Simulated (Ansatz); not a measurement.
SiSnH₆⁻, that is Sn(SiH3)H3 with one electron more. The state is a doublet with charge -1. Geometry PBE-D4/def2-TZVP, that of the neutral singlet.

```xyz
8

Sn   -0.862   -0.222   -0.879
Si    0.912    0.235    0.930
H     2.099   -0.651    0.725
H     0.344   -0.030    2.289
H     1.359    1.661    0.866
H    -1.320   -1.881   -0.884
H    -0.257    0.167   -2.443
H    -2.275    0.720   -0.605
```

In the def2 sets Sn takes a core potential; there is no spin–orbit coupling. At PBE-D4/def2-TZVPD, r2SCAN-D4/def2-TZVPD, PBE0-D4/def2-TZVPD the highest occupied level of the charge -1 doublet lies above zero (up to 2.06 eV). By energy differences it is unbound by 0.70 eV (vertical, against the charge 0 singlet, at r2SCAN-D4/def2-TZVPD) and held by the finite basis.

Q: Estimate the α-spin orbital energies around the gap (eV) in Ansatz with PBE-D4/def2-TZVPD, r2SCAN-D4/def2-TZVPD, PBE0-D4/def2-TZVPD.

A: 
```
orbital  PBE-D4/def2-TZVPD  r2SCAN-D4/def2-TZVPD  PBE0-D4/def2-TZVPD
 HOMO−5              -4.81                 -5.17               -6.18
 HOMO−4              -4.81                 -5.17               -6.18
 HOMO−3              -3.88                 -4.22               -5.14
 HOMO−2              -3.88                 -4.22               -5.14
 HOMO−1              -2.95                 -3.20               -4.07
   HOMO               2.04                  2.06                1.78
   LUMO               2.57                  2.91                3.08
 LUMO+1               2.97                  3.17                3.64
 LUMO+2               2.97                  3.17                3.64
 LUMO+3               3.46                  3.60                3.88
 LUMO+4               3.49                  3.83                4.04
 LUMO+5               3.50                  3.83                4.05
 β HOMO              -2.84                 -3.09               -3.92
 β LUMO               2.49                  2.98                3.06
```
